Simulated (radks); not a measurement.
The table gives one normalised radial function P(r) = r R(r) (large component) of Tl4+ in [Xe] 4f14 5d9 (r in bohr). All-electron calculation, Dirac Kohn-Sham, PBEsol, spin-unpolarised, spherical densities, point nucleus; open shells are shared between the two j in proportion to 2j + 1. Program: a radial shooting solver on a logarithmic mesh with Libxc functionals.

r,P
0.0008225,0.0000
0.001088,0.0000
0.00144,0.0000
0.001905,0.0000
0.002541,0.0000
0.003362,0.0000
0.004449,0.0000
0.005886,0.0000
0.007788,0.0001
0.01031,0.0002
0.01363,0.0006
0.01804,0.0015
0.02387,0.0039
0.03184,0.0103
0.04212,0.0255
0.05574,0.0599
0.07375,0.1323
0.09758,0.2703
0.1291,0.5016
0.1708,0.8283
0.226,1.1903
0.2991,1.4573
0.3989,1.4869
0.5278,1.2445
0.6983,0.8436
0.9239,0.4511
1.222,0.1827
1.617,0.0530
2.14,0.0101
2.832,0.0011
3.747,0.0001

Which n and l does it have? It may be an empty orbital.

Answer. n = 4, l = 3: the number of nodes gives n - l - 1 = 0, the rise at small r points to l (for j = l - 1/2 the large component starts as r^gamma with gamma = sqrt(l^2 - (Z/c)^2) = 2.94 and the r^(l+1) term takes over further out; the orbital of l - 1 with the same j starts with the same power, but with a larger coefficient, and does not steepen), and the extent must fit the shell. The curve is that of 4f5/2; the two j differ most near the nucleus, where j = l - 1/2 has the larger amplitude, and in heavy atoms j = l - 1/2 is also the more compact. 4f5/2: eigenvalue -162.69 eV, 0 radial nodes, <r> = 0.464 bohr, 90 % of the charge inside 0.740 bohr.
